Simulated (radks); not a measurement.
Spin polarisation of the 4f10 shell in the dysprosium ion Dy+. Start: [Xe] 4f(up 5, down 5) 6s(up 0.5, down 0.5); electrons of 4f are moved from spin down to spin up, other shells keep equal spins. Method: non-relativistic Kohn-Sham, r2SCAN, spin-polarised, spherical densities, point nucleus; meta-GGA in the generalised Kohn-Sham scheme; computed with a radial shooting solver on a logarithmic mesh with Libxc functionals.

moment (Bohr magnetons)  E - E(0) (eV)  e(4f up) (eV)  e(4f down) (eV)  6s down minus up (eV)
0                                0.000        -13.100          -13.100                  0.000
1                               -0.260        -13.602          -12.563                  0.046
2                               -1.039        -14.069          -11.992                  0.092
3                               -2.337        -14.499          -11.385                  0.138
4                               -4.152        -14.891          -10.743                  0.185

At moment 4 the spin-polarisation energy is -4.152 eV and the 4f exchange splitting 4.148 eV, that is 1.037 eV per Bohr magneton; E = -I m^2/4 would give I = 1.038 eV.
